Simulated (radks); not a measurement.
The numbers below are computed, except where a source is named.
All-electron atom: In IV in [Kr] 4d9 6d1 (not the ground configuration). Code: a radial shooting solver on a logarithmic mesh with Libxc functionals. Model: scalar-relativistic Kohn-Sham, PBE, spin-polarised, spherical densities, finite nucleus; open shells are filled with parallel spins first (spin-orbit coupling, left out, can overturn this in heavy ions); Fermi nuclear charge, rms radius 4.6156 fm. Some entries of the table are withheld. Estimate them.

orbital  occ.  eigenvalue (hartree)  r(max) (bohr)  <r> (bohr)
1s up       1             -1021.521        0.01922     0.02971
1s down     1             -1021.521        0.01922     0.02971
2s up       1             -154.3350         0.1086      0.1285
2s down     1             -154.3255         0.1086      0.1285
2p up       3             -138.6935        0.08692      0.1122
2p down     3             -138.6863        0.08692      0.1122
3s up       1             -30.59139         0.3155      0.3486
3s down     1             -30.58680         0.3155      0.3486
3p up       3             -25.46907         0.3088      0.3471
3p down     3             -25.46379         0.3088      0.3471
3d up       5             -17.51810         0.2582      0.3243
3d down     5             -17.50975         0.2582      0.3242
4s up       1                   (1)         0.7688      0.8439
4s down     1                   (2)         0.7685      0.8436
4p up       3              -4.45246         0.8140      0.9125
4p down     3              -4.41856         0.8137      0.9125
4d up       5              -2.21588         0.9187       1.110
4d down     4              -2.18280         0.9186       1.112
6d up       1              -0.39580          6.406       6.236

Answer. 
(1) 4s up eigenvalue (hartree): -5.98928
(2) 4s down eigenvalue (hartree): -5.95591
